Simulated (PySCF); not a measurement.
**Correlation energy of N²⁺ (nitrogen, charge +2)**

[He] 2s1 2p1 3d1, one real determinant (an excited configuration). Calculation: PySCF 2.14, in aug-cc-pCVTZ-DK with one added diffuse shell each of s, p, d, f type (8s7p5d3f, 75 functions); scalar relativity by spin-free X2C-1e. Frozen: 1s2; 3 electrons correlated.

```csv
level,correlation energy (mhartree)
CCSD,-17.08
(T),-1.95
CCSD(T),-19.03
```

Diagnostics: T1 = 0.014, D1 = 0.0345, largest double amplitude 0.300.

Problem. Is a single reference adequate?

Solution. Not fully. The real determinant used has ⟨L²⟩ near 8 against 12 for a pure F term, so it mixes terms. The outer electron is Rydberg-like, and this basis confines it to a smaller radius and binds it less than a complete one would. A double-excitation amplitude exceeds 0.15, a sign of near-degeneracy.

The reference is one real determinant that mixes LS terms of this configuration.
